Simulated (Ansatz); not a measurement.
Basis-set extrapolation for C11H8O2, SMILES `O=C(O)c1ccc2ccccc2c1` (PBE0-D4/def2-TZVP geometry, frozen core, Ansatz). Multiplicity 1, RHF reference.

```tsv
	def2-TZVPP	def2-QZVPP
HF	-571.190565	-571.213957
MP2 correlation	-2.168902	-2.314671
CCSD(T) correlation	-2.304731	not run
```

Energies in hartree. Use E(X) = E(∞) + A·exp(−7.88·√X) for Hartree–Fock and E(X) = E(∞) + B·X^(−2.97) for correlation, with X = 3 and 4, and add CCSD(T) minus MP2 of the smaller set to the MP2 limit.

**Question.** What is the CCSD(T) energy at the basis-set limit?

**Answer.** HF limit: -571.213957 + (-0.023392) × 0.13774 = -571.21718. MP2 limit: -2.314671 + (-0.145769) × 0.74074 = -2.42265. Higher-order term: -2.304731 − (-2.168902) = -0.13583. Total: -573.77566 hartree, 175.9 kcal/mol below CCSD(T)/def2-TZVPP.
